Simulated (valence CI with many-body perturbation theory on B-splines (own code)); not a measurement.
**Level structure of Ba³⁴⁺**

Method: valence CI with perturbative core correlation (CI+MBPT): four valence electrons over a frozen Dirac-Fock core [Ar], a basis of 9 s, 9 p, 10 d, 8 f, 5 g, 3 h, 1 i functions for each j, with the one-electron correlation potential Σ1 (screened to all orders), the two-electron term Σ2, the three-electron term Σ3, Breit, model QED; selected single and double excitations, second order for the rest (own B-spline code, finite nucleus).

The last digits are not significant, and no measured levels were compared; by estimate large intervals hold to a few tenths of a per cent, small ones and those within an open d or f shell to about a per cent. Only levels of the ground parity were solved; by the run's estimate the other parity begins above the list, which can be wrong where configurations are misplaced.

Levels 1 to 34 of 34, with energies above the lowest level, (3d3/2^4) J=0. "Leading %" is the weight of the configuration and term that name the level; weights of strongly mixed levels are sums over their largest components and can fall short. In the jj column 3d3/2^4 stands for four electrons in 3d with j = 3/2. Lifetimes count E1, E2, E3, M1 and M2 decay at the calculated energies, and are blank where another channel may lead or the interval is too uncertain; long ones can be off by a factor of two.

```tsv
No.	Configuration	Term	J	E (cm⁻¹)	Leading %	Leading jj	g	Lifetime
1	3d⁴	³P	0	0	53	3d3/2^4 (94 %)		
2	3d⁴	⁵D	1	102930	70	3d3/2^3 3d5/2 (95 %)	1.494	30.6 μs
3	3d⁴	⁵D	2	158490	70	3d3/2^3 3d5/2 (65 %)	1.370	173 μs
4	3d⁴	³F	4	172440	32	3d3/2^3 3d5/2 (91 %)	1.141	
5	3d⁴	⁵D	3	183750	51	3d3/2^3 3d5/2 (68 %)	1.285	2.20 ms
6	3d⁴	⁵D	0	260450	58	3d3/2^2 3d5/2^2 (92 %)		6.60 μs
7	3d⁴	⁵D	4	273730	43	3d3/2^2 3d5/2^2 (87 %)	1.145	27.7 μs
8	3d⁴	³F	2	288420	40	3d3/2^2 3d5/2^2 (72 %)	1.018	12.2 μs
9	3d⁴	³G	3	291410	51	3d3/2^2 3d5/2^2 (70 %)	1.034	
10	3d⁴	³H	5	313190	70	3d3/2^2 3d5/2^2 (100 %)	1.077	45.3 μs
11	3d⁴	³P	1	325020	55	3d3/2^2 3d5/2^2 (84 %)	1.231	13.4 μs
12	3d⁴	³H	6	329710	58	3d3/2^2 3d5/2^2 (97 %)	1.090	23.9 ms
13	3d⁴	³G	4	353750	62	3d3/2^2 3d5/2^2 (94 %)	1.028	98.8 μs
14	3d⁴	³D	2	361580	41	3d3/2^2 3d5/2^2 (90 %)	1.141	68.4 μs
15	3d⁴	³F	3	362220	42	3d3/2^2 3d5/2^2 (86 %)	1.143	
16	3d⁴	³F	4	415820	40	3d3/2 3d5/2^3 (64 %)	1.198	10.8 μs
17	3d⁴	³F	2	423570	36	3d3/2^2 3d5/2^2 (75 %)	1.039	9.10 μs
18	3d⁴	³F	3	447060	47	3d3/2 3d5/2^3 (89 %)	1.109	7.26 μs
19	3d⁴	³G	5	472260	70	3d3/2 3d5/2^3 (100 %)	1.145	16.0 μs
20	3d⁴	³D	1	475310	69	3d3/2 3d5/2^3 (88 %)	0.803	5.37 μs
21	3d⁴	³F	4	480120	51	3d3/2^2 3d5/2^2 (72 %)	1.115	16.1 μs
22	3d⁴	¹I	6	480750	58	3d3/2 3d5/2^3 (97 %)	1.065	17.3 μs
23	3d⁴	³P	2	502130	63	3d3/2^2 3d5/2^2 (65 %)	1.341	30.6 μs
24	3d⁴	¹S	0	513480	55	3d3/2 3d5/2^3 (79 %)		9.78 μs
25	3d⁴	³F	2	530530	59	3d3/2 3d5/2^3 (60 %)	0.985	8.06 μs
26	3d⁴	¹F	3	535020	44	3d3/2 3d5/2^3 (93 %)	1.084	10.8 μs
27	3d⁴	³F	3	610200	70	3d3/2 3d5/2^3 (99 %)	1.060	13.7 μs
28	3d⁴	³P	1	614740	94	3d3/2 3d5/2^3 (96 %)	1.452	7.77 μs
29	3d⁴	¹G	4	616260	73	3d3/2 3d5/2^3 (62 %)	1.038	6.41 μs
30	3d⁴	³P	0	625590	54	3d3/2^2 3d5/2^2 (63 %)		17.5 μs
31	3d⁴	¹D	2	631340	55	3d3/2 3d5/2^3 (45 %)	1.056	8.64 μs
32	3d⁴	³F	4	649180	50	3d5/2^4 (64 %)	1.145	5.49 μs
33	3d⁴	¹D	2	737800	67	3d5/2^4 (49 %)	1.005	4.99 μs
34	3d⁴	¹S	0	880550	73	3d5/2^4 (66 %)		2.88 μs
```

The ionisation energy to 3d³ ⁴F3/2 of the next ion comes out as 2256 eV (NIST: 2256 ± 5 eV (theoretical)). All 34 levels together are meant to be complete up to 915770 cm⁻¹.
